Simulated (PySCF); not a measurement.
H8N2OSi2, SMILES N[SiH2]O[SiH2]N.

Geometry optimised at B3LYP-D3(BJ)/def2-SVP. Other conformers were not sampled.

Level of theory: CAM-B3LYP/def2-TZVP (PySCF).

Gas-phase values at a fixed geometry.

```json
{
  "total_energy": "-768.72881 hartree",
  "point_group": "C2",
  "highest_occupied_level": "-8.99 eV",
  "lowest_empty_level": "1.13 eV",
  "orbital_gap": "10.11 eV",
  "dipole_moment": "2.37 D",
  "quadrupole, principal values (traceless, Buckingham form, about the centre of nuclear charge)": "-9.86, 3.88, 5.98 D·Å",
  "mean_static_polarisability": "65.9 bohr³ (9.76 Å³)",
  "polarisability_principal_values": "62.2, 64.7, 70.8 bohr³"
}
```
